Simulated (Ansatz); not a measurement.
Reaction (ligand exchange at a Mg–Br bond): `[F][Mg][Br]` + H₂S → `[F][Mg][SH]` + HBr

Computed with Ansatz on PBE0-D4/def2-TZVP structures; ΔE is electronic, products minus reactants. CCSD(T)/CBS is the MP2 limit (def2-TZVPP, def2-QZVPP) plus CCSD(T) − MP2 in def2-TZVPP, frozen cores. This one scheme is used for every species. Functionals use def2-TZVPP. HSE06 is defined as in plane-wave codes. For Br, Mg outer-core shells are correlated without core-valence functions, which leaves a few kJ/mol of doubt a bond. Scalar relativity is left out up to krypton. One conformer a species, not always the lowest.

`[F][Mg][Br]`:

Z-matrix (Å, degrees):
```
Mg
F 1 1.745
Br 1 2.318 2 180.0
```

H₂S:

Cartesian coordinates in Å:
```
S 0.003 0.342 0.517
H -0.790 -0.636 0.053
H 0.788 0.294 -0.570
```

`[F][Mg][SH]`:

Cartesian coordinates in Å:
```
F 0.584 1.458 1.933
Mg 0.118 0.279 0.728
S -0.496 -1.277 -0.817
H -0.206 -0.460 -1.845
```

HBr:

Z-matrix (Å, degrees):
```
Br
H 1 1.420
```

```
             level  ΔE (kJ/mol)  difference from CCSD(T)/CBS
         r2SCAN-D4         75.8                          0.8
        r2SCAN0-D4         78.7                          3.7
          HSE06-D4         73.7                         -1.3
          BHLYP-D4         81.3                          6.3
              PBE0         74.0                         -1.0
      MP2/def2-SVP         78.8                          3.8
    MP2/def2-QZVPP         75.5                          0.5
SCS-MP2/def2-QZVPP         76.7                          1.7
     MP2/CBS(def2)         76.1                          1.1
    CCSD/CBS(def2)         77.4                          2.4
       CCSD(T)/CBS         75.0                            0
```

Problem. What do rigid-rotor, harmonic-oscillator terms from PBE0-D4/def2-TZVP frequencies (298.15 K, 1 bar) make of the CCSD(T)/CBS value? (Estimate.)

Solution. The calculation gave: ΔZPE = -4.2 kJ/mol, ΔH = +71.1 kJ/mol, ΔS = 7 J/(mol·K), ΔG = +69.0 kJ/mol.

Largest T1 diagnostic among the species: 0.011.

In def2-TZVPP, CCSD(T) changes the Hartree–Fock value by −17.9 kJ/mol (the triples alone add −2.3 kJ/mol) and MP2 by −16.8 kJ/mol. From BLYP to BHLYP (50 % exact exchange), in def2-TZVPP and without D4, ΔE moves by +10.8 kJ/mol.
